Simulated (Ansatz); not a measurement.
Isolated molecules relaxed with PBE0-D4/def2-TZVP in Ansatz; ΔE leaves out vibrations. CBS: MP2 limit from def2 TZ/QZ plus the TZ coupled-cluster correction, frozen cores. Functionals use def2-TZVPP. def2 core potentials past Kr. For Sb outer-core shells are correlated without core-valence functions, which leaves a few kJ/mol of doubt a bond. One conformer a species, not always the lowest.

Reaction (formal exchange of groups at the Si–C bond): `CC(F)(F)[SiH2]F` + stibine → `F[SiH2][SbH2]` + `CC(F)F`

```tsv
level	ΔE (eV)
PBE	-0.65
HF/def2-TZVPP	-0.65
```

What does CCSD(T)/CBS give? (Best estimate.)

Computed: -0.64 eV. The listed levels differ from it by -0.01, -0.01 eV.

Largest T1 diagnostic among the species: 0.014.

From PBE to PBE0 (25 % exact exchange), in def2-TZVPP and without D4, ΔE moves by −0.03 eV.
